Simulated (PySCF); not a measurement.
Breaking a bond: H2OSi, SMILES O=[SiH2]. The O1–Si2 bond (O1 also carries nothing else; Si2 carries H, H) is varied alone, starting from the PBE0/def2-TZVP optimised geometry.

Computed with: CASSCF(4,4)/6-31G (PySCF); UKS-LDA (SVWN5) = PySCF 2.14.0 with unrestricted LDA (SVWN5)/6-31G; RHF/6-31G (PySCF); UCCSD(T) = PySCF with CCSD(T) on UHF/6-31G, 6 core orbitals frozen.

Energies relative to the lowest point of each curve near equilibrium, in kJ/mol:

```
R / Å  CASSCF(4,4)  UKS-LDA (SVWN5)    RHF
-----  -----------  ---------------  -----
1.21         732.4            707.5  665.1
1.28         437.7            416.0  376.8
1.43         106.0             93.2   68.8
1.46          72.3             61.6   41.1
1.52          27.0             20.3    8.3
1.56           9.9              6.1    0.0
1.61           0.0              0.0    1.6
1.74          14.8             26.3   48.3
1.88          66.5             93.5  134.0
2.26         235.6            322.5  337.9
2.48         305.1            431.7  401.2
4.14         389.0            657.3  508.6
```

Problem. Estimate the UCCSD(T) values at these points.

Solution. 1.21: 746.6; 1.28: 444.6; 1.43: 104.5; 1.46: 69.9; 1.52: 24.1; 1.56: 8.8; 1.61: 0.0; 1.74: 17.3; 1.88: 73.1; 2.26: 265.8; 2.48: 352.4; 4.14: 460.1 (kJ/mol).

The unrestricted solution behind UKS-LDA (SVWN5) changes between 2.48 and 2.74 Å and between 2.74 and 3.04 Å, which can leave a kink. The unrestricted determinant behind UKS-LDA (SVWN5) is spin-contaminated at 2.26 to 5.32 Å (<S²> up to 1.9, against 0.00 for a pure singlet). At the longest distance UKS-LDA (SVWN5) leaves fractional charges on the fragments, a sign of delocalisation error or of the restricted form. The restricted form behind RHF keeps the bonding electrons paired and can't separate into open-shell fragments. The unrestricted determinant behind UCCSD(T) is spin-contaminated at 1.52 to 5.32 Å (<S²> up to 2.0, against 0.00 for a pure singlet).
